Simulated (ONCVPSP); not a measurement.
Building the ONCV potential for Sr (Z = 38) (PBE, scalar-relativistic).

strontium (Sr), optimised norm-conserving Vanderbilt (ONCV), made with ONCVPSP 4.0.1 (PBE, scalar-relativistic). Core [Ar] 3d10, reference 4s2 4p6 5s0.5 (charge +1.5). Waves: 4s+5s: rc 2.00 bohr, ncon 3, nbas 6, qcut 6.4 1/bohr, 2 projectors; 4p: rc 2.25 bohr, ncon 3, nbas 7, qcut 5.8 1/bohr, 2 projectors, debl 2.5 Ha; d scattering state at 0.18 Ha: rc 2.20 bohr, ncon 3, nbas 8, qcut 4.4 1/bohr, 1 projector. Local part: polynomial inside 1.35 bohr (lpopt 5, dvloc0 4 Ha). Core correction: none.

In the d channel the program set the typed energies aside and used 0.050 Ha.

Poles of the logarithmic derivatives, all-electron (AE) and pseudo (PS). s: poles at -1.4, 4.6 (AE) and -1.4, 4.4 (PS) Ha. p: poles at -0.9, 3.7 (AE) and -0.9, 3.6 (PS) Ha. d: poles at 0.6 (AE) and 0.6 (PS) Ha. Test radii: s 2.03, p 2.29, d 2.23 bohr.

- Cutoffs needed: 13 Ha and 16 Ha (the cutoffs (Ha) at which the residual kinetic energy of the hardest occupied pseudo-wave falls to 1 and 0.1 mHa per electron)
- Ghost test: no bound ghost flagged; no localised positive-energy state flagged
- Largest excitation error: -34 meV (all-electron minus pseudo) for 4s1 4p6 5s2, out of 4 test configurations
